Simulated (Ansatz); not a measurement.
Computed with Ansatz on PBE0-D4/def2-TZVP structures; ΔE is electronic, products minus reactants. CBS: MP2 limit from def2 TZ/QZ plus the TZ coupled-cluster correction, frozen cores. This one scheme is used for every species. Functionals use def2-TZVPP. For Br outer-core shells are correlated without core-valence functions, which leaves a few kJ/mol of doubt a bond. Scalar relativity is left out up to krypton.

Reaction (cleavage of the Si–Al bond): `C[Si](C)(F)[AlH2]` + HBr → `C[Si](C)(F)Br` + `[AlH3]`

```json
{"level": "r2SCAN", "ΔE (kJ/mol)": "-128.0"}
{"level": "CCSD/def2-TZVPP", "ΔE (kJ/mol)": "-125.5"}
{"level": "HF/def2-QZVPP", "ΔE (kJ/mol)": "-140.4"}
{"level": "SCS-MP2/def2-QZVPP", "ΔE (kJ/mol)": "-136.4"}
```

Q: What does CCSD(T)/CBS give? (Estimate.)

A: Ansatz gave: -128.9 kJ/mol. The listed levels differ from it by 0.9, 3.4, -11.5, -7.5 kJ/mol.

Largest T1 diagnostic among the species: 0.011.

From PBE to PBE0 (25 % exact exchange), in def2-TZVPP and without D4, ΔE moves by −7.8 kJ/mol.
